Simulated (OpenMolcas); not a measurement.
## Exact exchange and the HOMO–LUMO gap of GeNH4Cl

The species is GeNH4Cl (7 atoms), meant as a singlet with charge 0. As SMILES, `[NH2][GeH2][Cl]`. Geometry: relaxed at PBE0-D4/def2-TZVP. This is one conformer, not always the lowest.

The HOMO–LUMO gap y, in eV, basis cc-pVDZ; a is the functional's share of exact exchange. Programs: OpenMolcas 26.06.

```
functional     program     a  y (eV)
       PBE  OpenMolcas     0    5.83
    r2SCAN  OpenMolcas     0    6.48
     B3LYP  OpenMolcas   0.2    7.68
      PBE0  OpenMolcas  0.25       ?
     BHLYP  OpenMolcas   0.5   10.61
```

Fit y = c + s·a to the known rows and predict PBE0.


1. Means of the 4 rows: a = 0.1750, y = 7.650.
2. Σ(Δa)² = 0.1675, Σ(Δa·Δy) = 1.486, so the slope is 1.486/0.1675 = 8.8716.
3. Intercept: 7.650 − (8.8716) × 0.1750 = 6.097. The largest residual of the fit is 0.38.
4. PBE0: 6.097 + (8.8716) × 0.25 = 8.31 eV.

The run gave 8.26 eV, so the prediction is off by +0.05 eV, within the largest residual. Exact exchange lowers occupied levels and raises empty ones. The rows mix families of semi-local functionals, which the line can't see.
